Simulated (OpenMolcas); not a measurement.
**Co⁺: effect of the active space**

```
Program             : OpenMolcas
Method              : SS-CASPT2 or its RAS form, IPEA 0.25 Eh, imaginary shift 0.1 Eh
Basis               : ANO-RCC-VTZP
Scalar Hamiltonian  : DKH2, point nucleus
Spin-orbit coupling : RASSI with atomic mean-field integrals over the reference wave functions, term energies averaged over their components
```

A. 8 electrons in 6 orbitals (3d 4s); 2S+1 = 5 even, 15 roots; 2S+1 = 3 even, 38 roots; 2S+1 = 1 even, 28 roots; closed shells correlated: 3s 3p; CASPT2 step roughly 18 core-seconds
B. 8 electrons in 9 orbitals (RAS2 3d 4s; RAS3 4p, at most 2 electrons); 2S+1 = 3 even, 55 roots; 2S+1 = 5 even, 10 roots kept (CI in the orbitals of an earlier block); 2S+1 = 1 even, 49 roots kept (CI in the orbitals of an earlier block); 2S+1 = 3 odd, 21 roots; 2S+1 = 5 odd, 22 roots kept (CI in the orbitals of an earlier block); 2S+1 = 1 odd, 9 roots kept (CI in the orbitals of an earlier block, 0 in the spin-orbit step); closed shells correlated: 3s 3p; CASPT2 step about 5 core-minutes

Energies in cm-1 above 3d7 4s 5F5.

| Level | A | B |
| --- | --- | --- |
| 3d7 4s 5F5 | 0.0 | 0.0 |
| 3d7 4s 5F4 | 695 | 661 |
| 3d7 4s 5F3 | 1258 | 1183 |
| 3d7 4s 5F2 | 1672 | 1568 |
| 3d7 4s 5F1 | 1943 | 1820 |
| 3d7 4s 5P3 | 15010 | 14950 |
| 3d7 4s 5P2 | 15140 | 15200 |
| 3d7 4s 3G5 | 15510 | 18110 |
| 3d7 4s 5P1 | 15550 | 15530 |
| 3d7 4s 3G4 | 15890 | 18480 |
| 3d7 4s 3G3 | 16300 | 18870 |
| 3d7 4s 3P2(1) [69 %] | 18320 | 20820 |
| 3d7 4s 3P0(1) [56 %] | 18700 | 21260 |
| 3d7 4s 1G4 | 19080 | 21560 |
| 3d7 4s 3P2(2) | 19220 | 21720 |
| 3d7 4s 3P1(2) [51 %] | 19400 | 21910 |
| 3d7 4s 3P0(2) [56 %] | 20030 | 22560 |
| 3d7 4s 3H6 | 21620 | 24190 |
| 3d7 4s 3D3 | 21800 | 24440 |
| 3d7 4s 3H5 | 21970 | 24530 |
| 3d7 4s 3H4 | 22390 | 24930 |
| 3d7 4s 3D2 | 22400 | 24960 |
| 3d7 4s 1H5 | 24850 | 27700 |
| 3d7 4s 1D2 | 25280 | 26890 |

B puts 3d8 3F4 lowest.

The spin-orbit steps hold different terms of 3d7 4s (A lacks 1F, a 3F), which shifts levels as well.

Between A and B the level of the table that moves most is 3d7 4s 1H5, by 2900 cm-1 (lowest in A, highest in B). Moves below CASPT2's spread within the term are not significant.

CASPT2 breaks the degeneracy within a term, and the mean is taken; among the terms shown or strongly mixed into the levels shown the widest spread is 1300 cm-1 (3d7 4s 5F, B). The lowest computed level is not the ground level that NIST lists (3F4) (holds for A). The CASPT2 spread within a term exceeds the gap to the next term for 3d7 4s 3H and 3d7 4s 3D, 3d7 4s 1H and 3d7 4s 1D, so the order of their levels is uncertain (holds for A). No level of 3d8 was computed, though it lies in the active space (holds for A). Some high roots are left out of the spin-orbit mixing, which shifts the levels that they would mix with (holds for B). Terms from blocks run as CI alone lack orbitals of their own (holds for B). Some terms miss by over 15 % even with CASPT2, which points to a basis or an active space too small for the shells correlated (holds for B). Only configurations of the active space appear. The table leaves out levels that lie high or whose names do not pair safely across all columns.

A share in square brackets marks a mixed level and gives the weight of the term that names it, the lowest over the columns. A number in round brackets counts repeated terms of one configuration in the order of the reference energies.
